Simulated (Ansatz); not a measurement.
Reaction (cleavage of the B–Si bond): `CB(N)[SiH2]O` + CH₃SH → `CSB(C)N` + `O[SiH3]`

Program: Ansatz. Geometries: PBE0-D4/def2-TZVP. ΔE: electronic, gas phase. CCSD(T)/CBS adds triple-zeta CCSD(T) − MP2 to the extrapolated MP2 energy (def2 sets, frozen cores). This one scheme is used for every species. DFT in def2-TZVPP. B3LYP here is the variant with VWN-RPA as its local correlation; programs differ in this. One conformer a species, not always the lowest.

```csv
level,ΔE (kJ/mol),difference from CCSD(T)/CBS
PBE-D4,-81.2,8.8
r2SCAN-D4,-90.9,-0.9
PBE0-D4,-85.3,4.7
B3LYP-D4,-86.9,3.1
ωB97X-V,-87.7,2.3
ωB97M-V,-90.2,-0.2
B2PLYP,-89.6,0.4
r2SCAN,-90.5,-0.5
PBE0,-83.8,6.2
HF/def2-TZVPP,-93.2,-3.2
MP2/def2-TZVPP,-99.3,-9.3
SCS-MP2/def2-TZVPP,-95.4,-5.4
CCSD/def2-TZVPP,-88.2,1.8
MP2/def2-QZVPP,-99.7,-9.7
SCS-MP2/def2-QZVPP,-95.8,-5.8
HF/CBS(def2),-93.0,-3.0
CCSD(T)/CBS,-90.0,0
```

Largest T1 diagnostic among the species: 0.012.

The D4 term adds −3.2 kJ/mol with B3LYP and −1.5 kJ/mol with PBE0; it sums over pairs of atoms, weighted by their polarisabilities, and B3LYP, whose exchange is more repulsive, gets the larger term. From PBE to PBE0 (25 % exact exchange), in def2-TZVPP and without D4, ΔE moves by −4.6 kJ/mol.
